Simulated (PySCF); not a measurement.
C₆H₅F₄NP (charge +1).
SMILES with atom numbers: `[N:1]#[C:2][CH2:3][CH2:4][P@@H+:5]1[C:6]([F:7])=[C:8]1[C:9]([F:10])([F:11])[F:12]`

Probes without a nucleus sit at each ring's centroid and 1 Å off its mean plane on both sides; NICS is minus the shielding there, NICSzz its component along the normal. Level: GIAO PBE0/pcSseg-1 (PySCF, non-relativistic, gas phase) on the GFN2-xTB geometry, one conformer.

Ring bond lengths (Å), with Mayer bond orders in brackets: P5–C6 1.810 (1.04), C6–C8 1.333 (1.53), C8–P5 1.797 (0.92).

Q: Give the NICS values of each ring in ppm.

A: 
| ring | type | NICS(0) | NICS(1), two faces | NICS(1)zz, two faces | rms pucker (Å) | centre to ring atoms, mean (Å) |
| --- | --- | --- | --- | --- | --- | --- |
| P5–C6–C8 | 3-membered ring with P; formal bonds 1 double, 2 single | -25.4 | -8.0 / -8.0 | -11.5 / -9.2 | 0.00 | 0.95 |

Q: What do they say, and how far can they be read as aromaticity?

A: 
- P5–C6–C8: mean NICS(1)zz -10.4 ppm, shielded. P5 has four or more neighbours; no verdict on aromaticity is drawn. NICS(0) lies 17 ppm below the mean NICS(1).

Q: At the second NICS(1) probe listed for ring P5–C6–C8, 1 Å off the ring, how large is the induced field along the normal in 14.1 T applied along it?

A: NICSzz × B0 = -9.2 ppm × 14.1 T = -130 μT, against the applied field.

Q: What are the shieldings of the ring atoms and their hydrogens in the same run (means over atoms taken as equivalent)?

A: 
```tsv
atoms	environment	σ isotropic (ppm)	principal values of the symmetric part, first atom (ppm)
P5	phosphonium phosphorus	433.1	281.9, 334.4, 683.1
C6	vinylic C–F carbon	25.2	-82.2, 74.9, 82.9
C8	fully substituted alkene carbon	89.6	-9.1, 117.8, 160.2
H on P5	P–H hydrogen	24.66	19.5, 21.6, 32.9
```

On Arm Neoverse V1, one thread, no GPU (shared host), this took 63 s wall (with the writing of density and orbital grids) and 1.1 GiB of memory at its peak. This is the whole shielding run at PBE0/pcSseg-1, SCF included.

Shape of the structure used: `[N:1]#[C:2][CH2:3][CH2:4][P@@H+:5]1[C:6]([F:7])=[C:8]1[C:9]([F:10])([F:11])[F:12]`: C2–C3–C4–P5 32°, C3–C4–P5–C6 116°, C6–C8–C9–F10 -10°.
